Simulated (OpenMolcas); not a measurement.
# Si II: thermal populations, worked from levels

```yaml
Program: OpenMolcas
Basis: ANO-RCC-VQZP [6s5p3d2f1g]
Scalar_Hamiltonian: DKH2, point nucleus
Active_space: 3 electrons in 9 orbitals (RAS2 3s 3p; RAS3 3d, at most 2 electrons)
State_averaging: 2S+1 = 4 odd, 1 root; 2S+1 = 2 odd, 8 roots; 2S+1 = 4 even, 3 roots; 2S+1 = 2 even, 9 roots
Spin-orbit_coupling: state interaction with AMFI integrals over the reference wave functions, term energies averaged over their components
```

Methods: RASSCF; SS-RASPT2, IPEA 0.25 Eh, imaginary shift 0.1 Eh (closed shells correlated: 2s 2p). Measured levels: NIST Handbook of Basic Atomic Spectroscopic Data.

**Thermal populations.** Z = Σ (2J + 1) exp(-E/kT) with k = 0.695035 cm-1/K, over the levels below. No other level of either list lies under 65500 cm-1, which is above 7 kT at each temperature.

| Level | 2J + 1 | SS-RASPT2 | measured |
| --- | --- | --- | --- |
| 3s² 3p ²P°_1/2 | 2 | 0.0 | 0.0 |
| 3s² 3p ²P°_3/2 | 4 | 256 | 287 |
| 3s 3p² ⁴P_1/2 | 2 | 41847 | 42824 |
| 3s 3p² ⁴P_3/2 | 4 | 41936 | 42933 |
| 3s 3p² ⁴P_5/2 | 6 | 42083 | 43108 |
| 3s 3p² ²D_3/2 | 4 | 54645 | 55309 |
| 3s 3p² ²D_5/2 | 6 | 54652 | 55325 |

```json
{"T (K)": "5000", "Z, SS-RASPT2": "5.716", "Z, measured levels": "5.683", "Ground level (%), SS-RASPT2": "35.0", "Ground level (%), measured levels": "35.2"}
{"T (K)": "8000", "Z, SS-RASPT2": "5.827", "Z, measured levels": "5.805", "Ground level (%), SS-RASPT2": "34.3", "Ground level (%), measured levels": "34.5"}
{"T (K)": "12000", "Z, SS-RASPT2": "5.971", "Z, measured levels": "5.947", "Ground level (%), SS-RASPT2": "33.5", "Ground level (%), measured levels": "33.6"}
```

At 12000 K, kT = 8340 cm-1, and the computed levels give Z = 2.000 + 3.879 + 0.013 + 0.026 + 0.039 + 0.006 + 0.009 = 5.971.

The run also gave levels led by 3s 3p 3d, which use shells meant for correlation; these and all levels above them are left out. Some terms mix strongly with configurations of 3d, whose occupation reaches 0.27 (3s 3p² ²D). Without dynamic correlation excited terms often stand tens of per cent too high (terms of higher spin than the ground term too low), and those without a measured partner can miss by more than the paired ones (holds for RASSCF). Computed and measured levels are paired by configuration, term and J; levels that our copy of the source lacks, or whose pairing is in doubt (as where it misses far off the trend of its configuration), stay unpaired and out of the deviations. Levels of configurations outside the active space are missing.

° marks odd parity.
